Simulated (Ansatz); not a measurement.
Ansatz (an electronic-structure program) input (CCSD(T)/aug-cc-pVDZ):

Ansatz 0.2 input:
```yaml
crystal:
  periodic: [false, false, false]
  atoms:
    - {symbol: C, position_ang: [-1.25853333, -0.85987455, 0.30577813]}
    - {symbol: C, position_ang: [-0.27444229, 0.18596863, -0.11936502]}
    - {symbol: F, position_ang: [-0.35540376, 0.41305842, -1.47350774]}
    - {symbol: F, position_ang: [-0.54637870, 1.38993826, 0.48754089]}
    - {symbol: C, position_ang: [1.20446434, -0.10978173, 0.17198250]}
    - {symbol: O, position_ang: [1.58642023, -1.10969521, 0.70727740]}
    - {symbol: H, position_ang: [-1.19047236, -1.01408797, 1.38106963]}
    - {symbol: H, position_ang: [-2.26230202, -0.52916018, 0.04328446]}
    - {symbol: H, position_ang: [-1.03686620, -1.79981813, -0.19625339]}
    - {symbol: H, position_ang: [1.88538849, 0.69578374, -0.16299196]}
basis:
  gaussian:
    orbitals: aug-cc-pVDZ
total_charge: 1
magnetization: {spin_polarized: true, initial_magnetization: 1}
correlation: {method: ccsd_t, electrons: outside_noble_gas}
```

Output:

```
Functional definition: HF
integrals: 1.08 GiB planned
1689 factors; integrals over basis functions are off by at most 5.9e-4 eV
mean field: 0.99 GiB planned
mean field evaluation 1: about -10587.8240 eV, gradient 3.8e1 eV
mean field evaluation 2: about -10587.8266 eV, gradient 3.8e1 eV
mean field evaluation 4: about -10594.1600 eV, gradient 5.3e0 eV
mean field evaluation 8: about -10594.9554 eV, gradient 6.3e-1 eV
mean field evaluation 16: about -10587.8268 eV, gradient 3.8e1 eV
mean field evaluation 32: about -10592.0107 eV, gradient 1.2e-1 eV
mean field evaluation 64: about -10590.6807 eV, gradient 2.2e-2 eV
mean field evaluation 96: about -10591.1946 eV, gradient 6.4e0 eV
mean field -10594.96382883 eV, -389.3577391850 hartree, gradient 3.2e-6 eV, S^2 0.785286; 1 other end points of the search recorded, 0 dependent functions left out
determinant -10594.96382883 eV, -389.3577391850 hartree, with singles and doubles -10622.44298681 eV, -390.3675796149 hartree
determinant -10592.01092186 eV, -389.2492218557 hartree, with singles and doubles -10618.72161414 eV, -390.2308216914 hartree
6 core orbitals not correlated
reference -10594.96382883 eV, -389.3577391850 hartree; 18, 17 occupied and 150, 151 virtual orbitals, 1689 factors
second order -26.07188051 eV of doubles, -0.00000000 eV of singles
coupled cluster: 3.64 GiB planned
cycle   1  -27.42062440 eV  change   -9.7e-1 eV  update   3.9e-2
cycle   2  -27.49044746 eV  change   -7.0e-2 eV  update   1.1e-2
cycle   3  -27.49509128 eV  change   -4.6e-3 eV  update   6.9e-3
cycle   4  -27.50369764 eV  change   -8.6e-3 eV  update   4.1e-3
cycle   5  -27.50950271 eV  change   -5.8e-3 eV  update   2.9e-3
cycle   6  -27.51537763 eV  change   -5.9e-3 eV  update   1.5e-3
cycle   7  -27.51678513 eV  change   -1.4e-3 eV  update   5.6e-4
cycle   8  -27.51695114 eV  change   -1.7e-4 eV  update   2.3e-4
cycle   9  -27.51696981 eV  change   -1.9e-5 eV  update   1.2e-4
cycle  10  -27.51690010 eV  change    7.0e-5 eV  update   7.1e-5
cycle  11  -27.51685404 eV  change    4.6e-5 eV  update   3.8e-5
cycle  12  -27.51683170 eV  change    2.2e-5 eV  update   1.8e-5
coupled cluster: 3.68 GiB planned
perturbative correction -0.93951770 eV, -0.0345266386 hartree
Total energy: -10623.42017822 eV, -390.4034907369 hartree
```

This state (charge 1, doublet) is run at the relaxed geometry of the species with charge 0 and multiplicity 1.
